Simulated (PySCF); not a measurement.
Si(Cl)2(NH2)2 (Cl2H4N2Si), SMILES N[Si](N)(Cl)Cl.

Geometry optimised at PBE-D3(BJ)/def2-SVP. The values are those of a single conformer.

The numbers are results of PBE-D3(BJ)/def2-SVP run with PySCF, not measurements.

Frequencies are harmonic and unscaled.

Task: Estimate the vibrational spectrum. (Estimate from the structure and the level; the computed values follow.)

Result: 
```tsv
mode	ν (cm⁻¹)	IR (km/mol)	moving atoms (share of kinetic energy)
1	150	8.8	Cl 57 %, N 28 %, H 12 %
2	177	0.7	N 42 %, Cl 31 %, H 27 %
3	223	0.5	H 74 %, Si 10 %, N 8 %, Cl 8 %
4	246	0.2	N 30 %, Cl 30 %, H 28 %, Si 12 %
5	261	8.7	N 34 %, Cl 30 %, H 20 %, Si 16 %
6	274	14.6	H 40 %, N 31 %, Cl 17 %, Si 13 %
7	396	0.1	H 80 %, N 16 %
8	418	132.2	H 71 %, N 25 %
9	422	168.0	H 67 %, N 27 %
10	474	94.5	Cl 46 %, Si 26 %, N 16 %, H 12 %
11	553	211.5	Si 58 %, Cl 31 %, H 9 %
12	801	5.4	H 49 %, N 44 %
13	814	66.7	H 72 %, N 19 %, Si 9 %
14	864	145.0	H 39 %, Si 30 %, N 30 %
15	929	134.4	Si 46 %, N 39 %, H 15 %
16	1476	99.9	H 88 %, N 12 %
17	1480	16.7	H 89 %, N 11 %
18	3494	55.3	H 96 %
19	3495	15.8	H 96 %
20	3597	23.8	H 91 %, N 9 %
21	3598	45.6	H 91 %, N 9 %
```
